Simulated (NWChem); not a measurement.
All runs are NWChem calculations. System: AsGa, charge 1, spin multiplicity 4, at the geometry of a parent with another charge or spin, in a state set for the comparison that need not be this species' ground state. Its SCF solution wasn't tested for a lower state. Level: UB3LYP/x2c-SVPall-2c, scalar ZORA, VWN1-RPA local correlation.

Input file:

```
start mol
memory heap 200 mb stack 900 mb global 1100 mb
charge 1
geometry units angstroms nocenter noautoz noautosym
  Ga     0.000000     0.000000     1.214484
  As     0.000000     0.000000    -1.140879
end
basis spherical
  * library x2c-svpall-2c
end
relativistic
  zora on
end
dft
  xc b3lyp
  odft
  mult 4
  semidirect memsize 60000000 filesize 0
  iterations 100
  grid fine
end
task dft energy
```

Output (cleaned and shortened):

```
             Northwest Computational Chemistry Package (NWChem) 7.3.0
             --------------------------------------------------------

                                NWChem Input Module
                                -------------------

 Scaling coordinates for geometry "geometry" by  1.889725989
 (inverse scale =  0.529177249)

                             Geometry "geometry" -> ""
                             -------------------------

 Output coordinates in angstroms (scale by  1.889725989 to convert to a.u.)

  No.       Tag          Charge          X              Y              Z
 ---- ---------------- ---------- -------------- -------------- --------------
    1 Ga                  31.0000     0.00000000     0.00000000     1.21448400
    2 As                  33.0000     0.00000000     0.00000000    -1.14087900

 Effective nuclear repulsion energy (a.u.)     229.8364734976

            Nuclear Dipole moment (a.u.)
            ----------------------------
        X                 Y               Z
 ---------------- ---------------- ----------------
     0.0000000000     0.0000000000    -0.0000056692


 Summary of "ao basis" -> "" (spherical)
 ------------------------------------------------------------------------------
       Tag                 Description            Shells   Functions and Types
 ---------------- ------------------------------  ------  ---------------------
 *                       x2c-svpall-2c                on all atoms

                                 NWChem DFT Module
                                 -----------------

 Summary of "ao basis" -> "ao basis" (spherical)
 ------------------------------------------------------------------------------
       Tag                 Description            Shells   Functions and Types
 ---------------- ------------------------------  ------  ---------------------
 Ga                      x2c-svpall-2c              14       38   5s6p3d
 As                      x2c-svpall-2c              14       38   5s6p3d

 Summary of "ao basis" -> "ao basis" (spherical)
 ------------------------------------------------------------------------------
[...]
   Bfn.  Coefficient  Atom+Function         Bfn.  Coefficient  Atom+Function
  ----- ------------  ---------------      ----- ------------  ---------------
    57      0.351823  2 As py                56      0.347204  2 As px
    54      0.298418  2 As py                53      0.294500  2 As px
    48     -0.170203  2 As py                16      0.168811  1 Ga py
    47     -0.167969  2 As px                15      0.166594  1 Ga px
    19      0.160123  1 Ga py                18      0.158021  1 Ga px

   alpha - beta orbital overlaps
   -----------------------------

   alpha      1      2      3      4      5      6      7      8      9     10
    beta      1      2      3      5      6      4      7      8      9     10
 overlap   1.000  1.000  1.000  0.998  0.998  1.000  1.000  1.000  1.000  1.000

   alpha     11     12     13     14     15     16     17     18     19     20
    beta     11     12     14     15     13     16     17     18     19     22
 overlap   1.000  1.000  1.000  1.000  1.000  1.000  1.000  1.000  1.000  1.000

   alpha     21     22     23     24     25     26     27     28     29     30
    beta     23     20     21     26     25     24     27     28     29     30
 overlap   1.000  1.000  1.000  0.999  1.000  1.000  1.000  1.000  0.996  0.994

   alpha     31     32     33     34     35     36     37     38     39     40
    beta     32     33     31     34     35     36     37     38     39     40
 overlap   0.980  0.980  0.997  0.981  0.981  0.994  0.995  0.987  0.942  0.942

   alpha     41     42     43     44     45     46     47     48     49     50
    beta     41     45     44     42     43     46     49     50     47     48
 overlap   0.991  0.940  0.940  0.979  0.979  0.997  0.979  0.979  0.997  0.997

   alpha     51     52     53     54     55     56     57     58     59     60
    beta     51     52     53     54     55     56     57     58     59     60
 overlap   0.999  0.998  0.998  0.999  1.000  1.000  1.000  1.000  1.000  1.000

   alpha     61     62     63     64     65     66     67     68     69     70
    beta     61     62     63     64     65     66     67     68     69     70
 overlap   1.000  1.000  1.000  1.000  1.000  1.000  1.000  1.000  1.000  1.000

   alpha     71     72     73     74     75     76
    beta     71     72     73     74     75     76
 overlap   1.000  1.000  1.000  1.000  1.000  1.000

     --------------------------
     Expectation value of S2:
     --------------------------
      <S2> =      3.7540 (Exact =     3.7500)

 center of mass
 --------------
 x =   0.00000000 y =   0.00000000 z =  -0.02321734

 moments of inertia (a.u.)
 ------------------
         711.213321753253           0.000000000000           0.000000000000
           0.000000000000         711.213321753253           0.000000000000
           0.000000000000           0.000000000000           0.000000000000

     Multipole analysis of the density
     ---------------------------------

     L   x y z        total         alpha         beta         nuclear
     -   - - -        -----         -----         ----         -------
     0   0 0 0      1.000000    -33.000000    -30.000000     64.000000

     1   1 0 0      0.000000     -0.000000      0.000000      0.000000
     1   0 1 0      0.000000     -0.000000      0.000000      0.000000
     1   0 0 1      0.632932      1.838106     -1.205169     -0.000006

     2   2 0 0    -20.963726    -14.011304     -6.952422      0.000000
     2   1 1 0      0.000000     -0.000000      0.000000      0.000000
     2   1 0 1      0.000000      0.000000      0.000000      0.000000
     2   0 2 0    -20.963726    -14.011304     -6.952422      0.000000
     2   0 1 1      0.000000      0.000000      0.000000      0.000000
     2   0 0 2    -15.385775   -177.307043   -154.750268    316.671536

 Task  times  cpu:       15.1s     wall:       15.1s

 Total times  cpu:       15.1s     wall:       15.1s
```
